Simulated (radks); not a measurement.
The numbers below are computed, except where a source is named.
Isoelectronic series with 1 electrons, all held in the configuration 1s1, which need not be the ground one along the series. Level of theory: non-relativistic Kohn-Sham, PBE, spin-polarised, spherical densities, point nucleus; open shells are filled with parallel spins first (a radial shooting solver on a logarithmic mesh with Libxc functionals). Total energies (hartree) and orbital eigenvalues (eV):

ion,E (hartree),1s up
P14+,-112.40851,-2965.742
S15+,-127.90194,-3381.121
Cl16+,-144.39538,-3823.711
Ar17+,-161.88881,-4293.512
K18+,-180.38225,-4790.525
Ca19+,-199.87568,-5314.750
Sc20+,-220.36912,-5866.185
Ti21+,-241.86255,-6444.832
V22+,-264.35599,-7050.691
Cr23+,-287.84943,-7683.761
Mn24+,-312.34286,-8344.042
